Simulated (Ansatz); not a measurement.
The cluster Ag₅Se⁻, 6 atoms. Hardware: 4 threads of Arm Neoverse V1 on a shared host.

In the def2 sets Ag takes a core potential; there is no spin–orbit coupling. Correlated methods freeze 9 core orbitals; core or outer-core shells of Ag, Se are correlated, in sets that lack core-valence functions.

Q: How many basis functions does each of these Ansatz runs have, and roughly what does it cost? LC-ωPBE/def2-TZVPD, charge -1 singlet, energy, from earlier orbitals; HF/STO-3G, charge -1 singlet, energy; r2SCAN-D4/def2-SVPD, charge -1 singlet, relaxation, 3 steps; HSE06-D4/def2-TZVPD, charge -1 singlet, energy, from earlier orbitals; B97M-V/def2-TZVPD, charge -1 singlet, energy, from earlier orbitals; PBE-D4/def2-TZVPD, charge -1 singlet, energy and forces, from earlier orbitals; r2SCAN-D4/def2-TZVPD, charge -1 singlet, energy, from earlier orbitals; PBE0-D4/def2-TZVPD, charge -1 singlet, energy, from earlier orbitals; RPA@PBE/def2-TZVPD, charge -1 singlet, energy, from earlier orbitals; MP2/def2-TZVPD, charge -1 singlet, energy, from earlier orbitals.

A: Other jobs shared the machine, so times can vary by a factor of up to 3. A dash marks memory too small to be measured apart from the calling script's.

| run | functions | fitting or Cholesky vectors | wall time | peak host memory (GiB) |
| --- | --- | --- | --- | --- |
| PBE-D4/def2-TZVPD, charge -1 singlet, energy and forces, from earlier orbitals | 257 | 2188 | 9.5 s | – |
| LC-ωPBE/def2-TZVPD, charge -1 singlet, energy, from earlier orbitals | 257 | 2188 | 10 s | 0.79 |
| HSE06-D4/def2-TZVPD, charge -1 singlet, energy, from earlier orbitals | 257 | 2383 | 16 s | 1.6 |
| MP2/def2-TZVPD, charge -1 singlet, energy, from earlier orbitals | 257 | 2308 | 16 s | 1.1 |
| r2SCAN-D4/def2-TZVPD, charge -1 singlet, energy, from earlier orbitals | 257 | 2188 | 18 s | 0.61 |
| PBE0-D4/def2-TZVPD, charge -1 singlet, energy, from earlier orbitals | 257 | 2383 | 20 s | 1.5 |
| RPA@PBE/def2-TZVPD, charge -1 singlet, energy, from earlier orbitals | 257 | 2308 | 27 s | 1.2 |
| HF/STO-3G, charge -1 singlet, energy | 153 | 1855 | 27 s | 1.1 |
| r2SCAN-D4/def2-SVPD, charge -1 singlet, relaxation, 3 steps | 211 | 1851 | 32 s | – |
| B97M-V/def2-TZVPD, charge -1 singlet, energy, from earlier orbitals | 257 | 2188 | 32 s | 0.76 |
